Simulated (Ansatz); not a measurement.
SN-, multiplicity 3 (lowest of 2S+1 = 1, 3, 5 at CCSD(T)/def2-TZVPP on PBE0 minima; our sources give no spin for the ground state, which may be another), most abundant isotopes (14.0031 and 31.9721 u). Constants from fifth-degree fits in 1/R to seven points on the lowest solution found; no spin–orbit coupling, no relativity up to Kr; ω_e x_e and α_e move by some per cent with the fit.

Cores are frozen in the correlated methods. CBS: X⁻³ extrapolation of the correlation energy, Hartree–Fock from the larger set.

Codes used: Ansatz (Gaussian basis) for Hartree–Fock, density functionals and correlated methods. 

```json
[
 {"level": "PBE/def2-TZVPP", "r_e (Å)": "1.6064", "ω_e (cm⁻¹)": "923.2", "ω_e x_e (cm⁻¹)": "5.44", "α_e (cm⁻¹)": "0.00609"},
 {"level": "CCSD(T)/CBS(aug-cc-pV(T+d)Z, aug-cc-pV(Q+d)Z)", "r_e (Å)": "1.5848", "ω_e (cm⁻¹)": "950.8", "ω_e x_e (cm⁻¹)": "5.84", "α_e (cm⁻¹)": "0.00636"}
]
```

### Question
Derive the rotational constants, the centrifugal constant, the fundamental, the zero-point energy and the force constant.

### Answer

μ = 9.73803 u.
- PBE/def2-TZVPP: B_e = 16.8576/(μ r_e²) = 0.67087 cm⁻¹; B₀ = B_e − α_e/2 = 0.66783 cm⁻¹; D = 4B_e³/ω_e² = 1.42e-06 cm⁻¹; fundamental ω_e − 2ω_e x_e = 912 cm⁻¹; zero-point energy ω_e/2 − ω_e x_e/4 = 460 cm⁻¹; k = μ(2πcω_e)² = 489 N/m
- CCSD(T)/CBS(aug-cc-pV(T+d)Z, aug-cc-pV(Q+d)Z): B_e = 16.8576/(μ r_e²) = 0.68928 cm⁻¹; B₀ = B_e − α_e/2 = 0.68610 cm⁻¹; D = 4B_e³/ω_e² = 1.45e-06 cm⁻¹; fundamental ω_e − 2ω_e x_e = 939 cm⁻¹; zero-point energy ω_e/2 − ω_e x_e/4 = 474 cm⁻¹; k = μ(2πcω_e)² = 519 N/m

Ansatz is a first-principles code.
